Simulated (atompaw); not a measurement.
# cobalt (Co): one change to a PAW (atompaw) potential, before and after

- Element: cobalt
- Generator: atompaw 4.2.0.5
- Type: PAW
- Functional: LDA (PW92)
- Relativity: scalar-relativistic
- Frozen core: [Ar]
- Valence charge: 9
- Reference configuration: 3d8 4s1 4p0
- Partial waves: 4s (bound): rc 2.30 bohr; 4s channel at 4.05 Ry: rc 2.30 bohr; 4p (bound, empty): rc 3.00 bohr; 4p channel at 2.15 Ry: rc 3.00 bohr; 3d (bound): rc 1.50 bohr; 3d channel at 0.35 Ry: rc 1.50 bohr
- Local potential: bessel scheme, radius 2.15 bohr
- Core correction: smooth core density matched at 2.15 bohr
- Augmentation charge: sinc compensation charge, radius 2.35 bohr; PAW radius 3.00 bohr; waves and projectors: custom polynom gramschmidtortho

Change: augmentation sinc compensation charge, radius 2.35 bohr; PAW radius 3.00 bohr; waves and projectors: custom rrkj vanderbiltortho.

Cutoffs: the cutoffs (Ry, on a coarse ladder) from which the occupation-weighted sum of valence levels, in a spherical-Bessel basis at the reference potential, stays within 10 and 1 mRy of its value at 400 Ry; they do not see the model core or the augmentation charge, which bear on the density cutoff.

Question: What does the change do?

Answer: The potential gets softer (70 Ry and 100 Ry → 50 Ry and 80 Ry); neither file shows a bound ghost.

```tsv
quantity	base	changed
cutoff, loose	70 Ry	50 Ry
cutoff, tight	100 Ry	80 Ry
bound ghosts	none	none
s: phases at 3.02 bohr within 0.05 rad from the reference energy up to (Ry; the scan ends near 5)	to the end of the scan	to the end of the scan
p: phases at 3.02 bohr within 0.05 rad from the reference energy up to (Ry; the scan ends near 5)	3.7	3.5
d: phases at 3.02 bohr within 0.05 rad from the reference energy up to (Ry; the scan ends near 5)	4.6	4.7
lowest overlap eigenvalue by channel	s 0.19, p 0.54, d 0.99	s 0.76, p 0.67, d 1.00
```

 The cutoffs see the waves, projectors and local potential, not the compensation charge or the core.
